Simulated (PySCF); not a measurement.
## Radial density of Sc (scandium, neutral)

M06-2X, [Ar] 3d1 4s1 4p1, one real determinant (an excited configuration). Computed with PySCF 2.14 in aug-cc-pwCVTZ (10s9p7d4f3g, 127 functions), with the non-relativistic Hamiltonian (point nucleus).

| r (bohr) | 4πr²ρ (e/bohr) | 4πr²(ρα − ρβ) |
| --- | --- | --- |
| 0.00131 | 0.1258 | 0.0001 |
| 0.00220 | 0.3428 | 0.0001 |
| 0.00370 | 0.9108 | 0.0004 |
| 0.00622 | 2.317 | 0.0010 |
| 0.0105 | 5.488 | 0.0023 |
| 0.0176 | 11.52 | 0.0048 |
| 0.0296 | 19.80 | 0.0077 |
| 0.0498 | 24.73 | 0.0081 |
| 0.0838 | 20.68 | 0.0063 |
| 0.141 | 19.36 | 0.0235 |
| 0.237 | 26.30 | 0.0597 |
| 0.399 | 14.94 | 0.1246 |
| 0.671 | 7.151 | 0.4802 |
| 1.13 | 8.026 | 0.5751 |
| 1.90 | 2.025 | 0.4850 |
| 3.19 | 0.7303 | 0.6922 |
| 5.37 | 0.2654 | 0.2654 |
| 9.03 | 0.02026 | 0.0203 |
| 15.2 | 0.0001198 | 0.0001 |

⟨L²⟩ = 8.02 against 12 for a pure F term, so this real determinant mixes terms.
